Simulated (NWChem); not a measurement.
CH₄BClSe; SMILES B(C)([SeH])Cl

```xyz
8

B      0.4389     0.5580    -0.0871
Cl    -0.7632     1.8257    -0.4297
C      1.9593     0.9334    -0.0407
H      2.2619     1.3785    -0.9983
H      2.6244     0.0919     0.1730
H      2.1284     1.7085     0.7191
Se    -0.2994    -1.2238     0.2023
H      1.0062    -1.8848     0.4361
```
Atoms are numbered in this order, from 1.

Program: NWChem. Pople sets run with spherical d functions. All runs use the structure optimised with B3LYP/6-31G* (spherical d). B3LYP is NWChem's, with the RPA form of VWN correlation. Field at 589 nm.

Problem. What does the run give for B3LYP/6-31G*? Quantities: isotropic polarisability (bohr³); anisotropy (bohr³).

Solution. 
| Item | Result |
|---|---|
| isotropic polarisability (bohr³) | 57.3 |
| anisotropy (bohr³) | 35.1 |
